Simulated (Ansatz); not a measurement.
Total energies of FH₄NOSSn (`[NH2][Sn]([OH])([F])[SH]`).

Z-matrix (Å, degrees):
```
Sn
O 1 1.941
F 1 1.927 2 104.9
N 1 1.989 2 103.9 3 -121.4
S 1 2.371 2 117.1 3 112.9
H 2 0.961 1 113.4 3 -47.6
H 4 1.012 1 113.4 2 45.6
H 4 1.011 1 114.2 2 171.6
H 5 1.345 1 90.2 2 -107.0
```

Total charge 0; spin multiplicity 1. Correlated methods include outer-core shells of Sn, which these sets cover unevenly. Sn takes the def2 core potential. All single points use the PBE0-D4/def2-TZVP geometry. It is one conformer, not always the lowest. Basis def2-TZVPP, Ansatz 0.2.0.

RPA on PBE orbitals: Hartree–Fock energy of these orbitals -842.09819 Eh, correlation -1.82574 Eh (frozen core).

```
             functional  energy without D4 (Eh)  D4 term (kJ/mol)
                 revPBE              -844.83018             -52.4
                   BLYP              -844.84231             -43.8
                 B97M-V              -844.76758                 –
                   PBE0              -844.56173             -17.8
                  B3LYP              -845.02530             -33.7
                r2SCANh              -844.85560              -5.4
                r2SCAN0              -844.81425              -6.1
HSE06 (plane-wave form)              -844.54268             -16.9
                  BHLYP              -844.75175             -29.2
              CAM-B3LYP              -844.86064             -18.5
```

**Question.** Give the same for LDA (SPW92), PBE, r2SCAN, LC-ωPBE, ωB97X-V, ωB97M-V, B2PLYP, PBE-QIDH. (An estimate is asked.)

**Answer.** Ansatz gave: 
| functional | energy without D4 (Eh) | D4 term (kJ/mol) |
| --- | --- | --- |
| LDA (SPW92) | -841.59527 | – |
| PBE | -844.52231 | -20.8 |
| r2SCAN | -844.88435 | -5.0 |
| LC-ωPBE | -844.72871 | – |
| ωB97X-V | -844.77995 | – |
| ωB97M-V | -844.79886 | – |
| B2PLYP | -844.45884 | – |
| PBE-QIDH | -844.25488 | – |

B3LYP takes the VWN-RPA correlation (the form of Gaussian; ORCA's B3LYP/G). HSE06 is the plane-wave form, built on full-range PBE exchange. The double hybrids freeze the cores in their second-order part.

LC-ωPBE has ω = 0.4 bohr⁻¹.
